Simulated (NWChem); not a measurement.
System: C2F3, doublet; SMILES F[C]=C(F)F

Input file for NWChem:

```
start job
memory heap 200 mb stack 900 mb global 1100 mb
geometry units angstroms noautosym nocenter noautoz
  F      0.022183     1.948769     0.000000
  C     -0.574243     0.799035     0.000000
  C     -0.065957    -0.419906     0.000000
  F      1.218609    -0.698879     0.000000
  F     -0.805590    -1.499480     0.000000
end
basis spherical
  F library 6-31g*
  C library 6-31g*
end
dft
  odft
  mult 2
  xc xpbe96 cpbe96
  iterations 150
end
cosmo
  do_cosmo_smd true
  solvent clbenzen
end
task dft energy
```

Excerpt of the output:

```
             Northwest Computational Chemistry Package (NWChem) 7.3.0
             --------------------------------------------------------

                             Geometry "geometry" -> ""
                             -------------------------

 Output coordinates in angstroms (scale by  1.889725989 to convert to a.u.)

  No.       Tag          Charge          X              Y              Z
 ---- ---------------- ---------- -------------- -------------- --------------
    1 F                    9.0000     0.02218300     1.94876900     0.00000000
    2 C                    6.0000    -0.57424300     0.79903500     0.00000000
    3 C                    6.0000    -0.06595700    -0.41990600     0.00000000
    4 F                    9.0000     1.21860900    -0.69887900     0.00000000
    5 F                    9.0000    -0.80559000    -1.49948000     0.00000000

 Effective nuclear repulsion energy (a.u.)     163.2495376263

  pbe96 is a nonlocal functional; adding pw91lda local functional.

                                 NWChem DFT Module
                                 -----------------

 Summary of "ao basis" -> "ao basis" (spherical)
 ------------------------------------------------------------------------------
       Tag                 Description            Shells   Functions and Types
 ---------------- ------------------------------  ------  ---------------------
 F                           6-31g*                  6       14   3s2p1d
 C                           6-31g*                  6       14   3s2p1d

 in cosmo_initialize ...
 calling solv_data for solv:clbenzen

 solvent parameters
 solvname_short: clbenzen
 solvname_long:  chlorobenzene
 dielec:        5.6968
 dielecinf:     2.3229
 nonaqueous SMD model solvent descriptors
 dielec:        5.6968
 sola:          0.0000
 solb:          0.0700
 solc:          0.8570
 solg:         47.4800
 solh:          0.1430
 soln:          1.5241

          ---------------
          -cosmo- solvent
          ---------------
 Cosmo: York-Karplus, doi: 10.1021/jp992097l
 dielectric constant -eps-     =   5.70
 screen = (eps-1)/(eps    )    =   0.82446
 surface charge correction     = lagrangian

   van der Waals surface
 --------------------------

[...]

                                COSMO-SMD solvation results
                                ---------------------------

             internal energy in gas <Psi(g)|H|Psi(g)> =      -375.211278235713
         internal energy in solvent <Psi(s)|H|Psi(s)> =      -375.211256422584
                               delta internal energy  =         0.000021813129 (    0.01 kcal/mol)
   total free energy in solvent <Psi(s)|H+V/2|Psi(s)> =      -375.211883425959
 polarization energy contribution <Psi(s)|V/2|Psi(s)> =        -0.000627003375 (   -0.39 kcal/mol)
    total free energy in solvent including G(SMD-CDS) =      -375.208397367703
                       G(SMD-CDS) energy contribution =         0.003486058257 (    2.19 kcal/mol)
     1 M fixed-concentration free energy of solvation =         0.002880868011 (    1.81 kcal/mol)

                    DFT Final Alpha Molecular Orbital Analysis
                    ------------------------------------------

 Vector   18  Occ=1.000000D+00  E=-3.618022D-01
              MO Center=  2.5D-02, -1.0D+00,  7.0D-10, r^2= 1.9D+00
   Bfn.  Coefficient  Atom+Function         Bfn.  Coefficient  Atom+Function
  ----- ------------  ---------------      ----- ------------  ---------------
    59      0.480018  5 F  px                46      0.371349  4 F  py
    63      0.320464  5 F  px                50      0.243672  4 F  py
    45      0.239925  4 F  px                60     -0.197691  5 F  py
    49      0.163350  4 F  px                64     -0.129861  5 F  py
     4      0.089714  1 F  py                 3     -0.088048  1 F  px

 Vector   19  Occ=1.000000D+00  E=-2.350624D-01
              MO Center= -6.0D-01,  9.1D-01,  3.6D-10, r^2= 1.5D+00
   Bfn.  Coefficient  Atom+Function         Bfn.  Coefficient  Atom+Function
  ----- ------------  ---------------      ----- ------------  ---------------
    17      0.503483  2 C  px                20     -0.468126  2 C  s
     3     -0.346782  1 F  px                21      0.276619  2 C  px
     7     -0.264612  1 F  px                34      0.184052  3 C  s
    32      0.170890  3 C  py                46     -0.156592  4 F  py
    16     -0.145089  2 C  s                 30      0.124177  3 C  s

 Vector   20  Occ=1.000000D+00  E=-2.107284D-01
              MO Center= -2.4D-01,  2.7D-01, -2.7D-10, r^2= 2.0D+00
   Bfn.  Coefficient  Atom+Function         Bfn.  Coefficient  Atom+Function
  ----- ------------  ---------------      ----- ------------  ---------------
    19      0.429948  2 C  pz                33      0.359083  3 C  pz
     5     -0.285200  1 F  pz                23      0.275885  2 C  pz
    61     -0.240591  5 F  pz                47     -0.231218  4 F  pz
     9     -0.226770  1 F  pz                65     -0.184481  5 F  pz
    51     -0.178901  4 F  pz                37      0.173083  3 C  pz

 Vector   21  Occ=0.000000D+00  E= 8.067990D-03
              MO Center= -2.6D-01,  1.0D-01,  3.7D-10, r^2= 1.8D+00
   Bfn.  Coefficient  Atom+Function         Bfn.  Coefficient  Atom+Function
  ----- ------------  ---------------      ----- ------------  ---------------
    33      0.570357  3 C  pz                23     -0.500702  2 C  pz
    37      0.497003  3 C  pz                19     -0.473620  2 C  pz
    47     -0.204296  4 F  pz                61     -0.201864  5 F  pz
     5      0.190994  1 F  pz                65     -0.179206  5 F  pz
    51     -0.177699  4 F  pz                 9      0.172532  1 F  pz

[...]
```

Level: PBE/6-31G* (spherical d), spin-unrestricted, SMD on the gas-phase geometry. In the optimisation the excess spin sits in a' (Cs, its own frame). Geometry: optimised at PBE0/def2-SVP, spin-unrestricted. No stability test was run on the SCF state. Solvent: chlorobenzene.
